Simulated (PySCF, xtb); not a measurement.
B(Et)(OH)(NH2) (C2H8BNO), SMILES OB(N)CC. The values are those of a single conformer.

Harmonic wavenumbers (cm⁻¹) from GFN2-xTB (xtb) at its own minimum, in rising order: 9, 184, 197, 342, 397, 464, 466, 503, 574, 723, 773, 845, 965, 1002, 1022, 1088, 1246, 1259, 1296, 1354, 1411, 1490, 1503, 1511, 1543, 2952, 2973, 3009, 3036, 3050, 3491, 3555, 3622.

Task: What does PBE-D3(BJ)/def2-SVP run with PySCF give at its own minimum? (An estimate is asked for; the answer gives what the named calculation found.)

Result: 35, 198, 209, 347, 377, 412, 450, 537, 600, 723, 736, 849, 954, 963, 988, 1033, 1203, 1213, 1335, 1348, 1380, 1395, 1425, 1431, 1547, 2952, 2962, 2999, 3040, 3059, 3517, 3622, 3744. Paired by order, the mean absolute difference is 32 cm⁻¹ and the zero-point energies are 68.4 and 68.0 kcal/mol.
